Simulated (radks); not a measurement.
The mean radii <r> (bohr) of the occupied orbitals of an atom or ion are listed with their occupations. Method: Dirac Kohn-Sham, exchange-only LDA, spin-unpolarised, spherical densities, finite nucleus; Fermi nuclear charge, rms radius of each element as measured or else 0.836 A^(1/3) + 0.57 fm; computed with a radial shooting solver on a logarithmic mesh with Libxc functionals.

| orbital | occ. | <r> |
|---|---|---|
| 1s1/2 | 2 | 0.05628 |
| 2s1/2 | 2 | 0.2559 |
| 2p1/2 | 2 | 0.2231 |
| 2p3/2 | 4 | 0.2262 |
| 3s1/2 | 2 | 0.7621 |
| 3p1/2 | 2 | 0.7874 |
| 3p3/2 | 4 | 0.7961 |
| 3d3/2 | 2 | 0.8794 |
| 3d5/2 | 3 | 0.8825 |

Name the element and its charge. Open shells, if any, are shared by 2j + 1.

Answer. Z = 27, cobalt, charge +4: Co4+ in [Ar] 3d5. The 1s radius gives Z: for a bare nucleus <r> = (2 gamma + 1)/(2Z) with gamma = sqrt(1 - (Z/c)^2), 0.05483 bohr for Z = 27, and screening makes it slightly larger (0.05628 here). The occupations add up to 23, and the charge is Z minus that.
